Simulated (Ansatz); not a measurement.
Molecule: dimethoxy(methyl)borane, C3H9BO2, charge 0, multiplicity 1. 
Coordinates optimised at B3LYP-D3(BJ)/def2-TZVP (Ansatz, an electronic-structure program):
```
B
O 1 1.3645
O 1 1.3664 2 113.30
C 3 1.4152 1 122.52 2 -180.00
H 4 1.0890 3 107.59 1 -180.00
H 4 1.0936 5 108.68 3 120.98
H 4 1.0936 5 108.68 6 118.04
C 2 1.4156 1 123.36 3 180.00
H 8 1.0891 2 107.46 1 180.00
H 8 1.0932 9 108.64 2 120.89
H 8 1.0932 9 108.64 10 118.22
C 1 1.5800 2 124.52 8 0.00
H 12 1.0891 1 114.11 2 0.00
H 12 1.0942 13 107.54 1 -123.19
H 12 1.0942 13 107.54 14 -113.63
```

Basis-set convergence of Hartree-Fock and MP2 correlation energies (hartree) with Ansatz. Valence correlation only, unless marked. No spin-orbit coupling. No relativistic terms.

```json
[
 {"basis": "cc-pVDZ", "functions": "129", "E(HF)": "-293.36277", "E(corr, MP2)": "-0.88133"},
 {"basis": "cc-pVTZ", "functions": "306", "E(HF)": "…", "E(corr, MP2)": "…"}
]
```

Some entries are withheld; supply them.


- cc-pVTZ, E(HF): -293.45776
- cc-pVTZ, E(corr, MP2): -1.10014
